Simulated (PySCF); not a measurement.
Vertical excitations of a molecule CH6ClNOSi2 from TDA-ωB97X/def2-SVPD (PySCF), as energy in eV (oscillator strength): 5.79 (0.002), 6.42 (0.017), 6.46 (0.044), 6.62 (0.041), 6.84 (0.002), 7.12 (0.312), 7.34 (0.020), 7.77 (0.009), 7.83 (0.033), 8.16 (0.005). Lowest triplet (TDA): 5.48 eV. Geometry: PBE0-D3(BJ)/def2-SVP. One conformer was computed; it need not be the lowest.

**Question.** Pick the molecule that these values belong to.
A. O[Si@@H](Cl)/C=N/[SiH3]
B. O[Si@@H](Cl)/N=C/[SiH3]
C. O[Si@@]1(Cl)CN[SiH2]1
D. N[Si@@H]1C[Si@@H](Cl)O1

**Answer.** C, O[Si@@]1(Cl)CN[SiH2]1
